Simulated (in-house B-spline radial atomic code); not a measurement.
## Ionising the iron ion Fe⁷⁺ with different functionals

Computed with a radial B-spline atomic code at the basis-set limit: four-component Dirac-Coulomb Hamiltonian, Fermi nucleus of rms radius 3.7377 fm, spin-restricted, spherical fractional occupations for the functionals. The ionisation energy is the difference of two self-consistent energies, [Ar] 3d1 → [Ne] 3s2 3p6, without Breit or QED terms; ε is the level of the shell that loses the electron (mean over j). The electron is taken from both j subshells in proportion to 2j + 1, so the result is a j average, not the step between ground levels.

Hybrids are left out here: with spherical fractional occupations of an open shell their exact exchange keeps a self-interaction that integer-occupation calculations don't have.

| method | rung | ΔSCF (eV) | -ε(3d) (eV) |
| --- | --- | --- | --- |
| LDA VWN5 | LDA | 151.14 | 137.14 |
| relativistic LDA | LDA | 151.17 | 137.17 |
| LDA PW92 | LDA | 151.13 | 137.13 |
| LDA exchange-only | LDA | ? | ? |
| PBE | GGA | 150.77 | 136.80 |
| PBEsol | GGA | 150.74 | 136.76 |
| BLYP | GGA | 150.75 | 136.76 |
| RPBE | GGA | ? | ? |
| PW91 | GGA | 150.97 | 136.98 |
| BP86 | GGA | 150.86 | 136.88 |
| AM05 | GGA | 150.78 | 136.80 |
| OLYP | GGA | 151.20 | 137.23 |

**Question.** What does RPBE give?

**Answer.** ΔSCF 150.67 eV, and -ε(3d) = 136.70 eV.

**Question.** What does LDA exchange-only give?

**Answer.** ΔSCF 149.05 eV, and -ε(3d) = 135.08 eV.

**Question.** How do they compare with the NIST value?

**Answer.** NIST lists 151.06 eV ± 0.012 (measured, ground level to ground level). Errors run from -2.01 to +0.14 eV; LDA PW92 is closest (+0.07 eV), though others lie within the uncertainty of it, and part of that can be cancellation, since the calculations leave out Breit-QED terms, spin polarisation, the choice among j levels, multiplet and fine-structure energies.
